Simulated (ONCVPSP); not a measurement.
**Before and after: ONCV potential for sulfur**

```
Element                 : sulfur
Generator               : ONCVPSP 4.0.1
Type                    : optimised norm-conserving Vanderbilt (ONCV)
Functional              : LDA (Perdew-Wang 92)
Relativity              : scalar-relativistic
Frozen core             : [Ne]
Valence charge          : 6
Reference configuration : 3s2 3p1 (charge +3)
Partial waves           : 3s: rc 1.25 bohr, ncon 4, nbas 7, qcut 6.5 1/bohr, 2 projectors, debl 3.9 Ha; 3p: rc 1.35 bohr, ncon 4, nbas 9, qcut 5.4 1/bohr, 2 projectors, debl 3.4 Ha
Local potential         : polynomial inside 1.00 bohr (lpopt 3, dvloc0 0 Ha)
Core correction         : polynomial model core, fcfact 0.25
```

All-electron outer shells of the reference configuration (LDA (PZ), scalar-relativistic, ld1.x):

```csv
shell,level (eV),outermost node (bohr),outermost maximum (bohr)
2s,-252.42,0.13,0.39
2p,-198.31,–,0.33
3s,-52.28,0.60,1.34
3p,-40.42,0.57,1.44
```

Change: s: rc 1.74.

Cutoffs: the cutoffs (Ha) at which the residual kinetic energy of the hardest occupied pseudo-wave falls to 1 and 0.1 mHa per electron; they do not see the model core or the augmentation charge, which bear on the density cutoff. Errors are all-electron minus pseudo energies relative to the spin-unpolarised reference configuration.

Predict the effect on cutoff, ghosts and configuration errors.

The potential gets neither clearly harder nor softer (14 Ha and 56 Ha → 14 Ha and 22 Ha); the bound ghost in s disappears; the errors of the 4 common tests hardly move.

```csv
quantity,base,changed
"cutoff, loose",14 Ha,14 Ha
"cutoff, tight",56 Ha,22 Ha
loose cutoff by channel,"s 14 Ha, p 11 Ha","s 14 Ha, p 11 Ha"
bound ghosts,s,none
GHOST(+) flags under 300 eV,none,s at 189.6 eV
"error for 3s2 3p4, meV [ΔE -68.38 eV]",+59,+66
"error for 3s2 3p3, meV [ΔE -56.52 eV]",+40,+45
"error for 3s2 3p2, meV [ΔE -34.15 eV]",+15,+17
"error for 3s2 3p3.5, meV [ΔE -63.68 eV]",+51,+57
p: phases at 1.37 bohr within 0.05 rad from the reference energy up to (Ha; the scan ends near 5),to the end of the scan,to the end of the scan
"rms error of d²Exc/dni dnj with the model core, mHa",1.23,1.23
```

 A true bound ghost makes a file unfit for plane-wave use even where its test errors are small: the radial tests pick states by their node count and pass the ghost by.
